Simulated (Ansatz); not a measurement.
C2H6Cl4Ga2O2, SMILES `C[O+]1[Ga-]([Cl])([Cl])[O+](C)[Ga-]1([Cl])[Cl]` at its PBE0-D4/def2-TZVP geometry, where that method's forces vanish. The species carries charge 0 and has multiplicity 1.

```xyz
16

C     0.3644    0.6217    2.5095
O     0.0100    0.5021    1.1332
Ga   -1.1529   -0.8067    0.3671
Cl   -0.8744   -2.6728    1.3586
Cl   -3.1203   -0.1227   -0.0856
O    -0.0097   -0.5027   -1.1339
C    -0.3663   -0.6194   -2.5099
Ga    1.1546    0.8044   -0.3671
Cl    3.1198    0.1158    0.0880
Cl    0.8818    2.6712   -1.3590
H    -0.1186    1.5052    2.9292
H     0.0421   -0.2688    3.0515
H     1.4477    0.7121    2.6043
H     0.1110   -1.5056   -2.9306
H    -1.4502   -0.7032   -2.6036
H    -0.0391    0.2694   -3.0516
```

Problem. What forces (eV/Å) does ωB97M-V/def2-TZVPP give on these atoms in Ansatz 0.2.0? (Estimate.)

Solution. Computed: 
```
C1   0.077  0.035  0.319
O2  -0.058  0.004 -0.175
Ga3 -0.056 -0.039  0.019
Cl4  0.009 -0.022  0.017
Cl5 -0.022  0.012 -0.012
O6   0.057 -0.003  0.173
C7  -0.077 -0.035 -0.318
Ga8  0.057  0.039 -0.017
Cl9  0.024 -0.012  0.012
Cl10-0.010  0.021 -0.016
H11  0.045 -0.079 -0.030
H12  0.024  0.069 -0.039
H13 -0.082 -0.005 -0.005
H14 -0.045  0.079  0.030
H15  0.082  0.004  0.004
H16 -0.024 -0.068  0.038
```
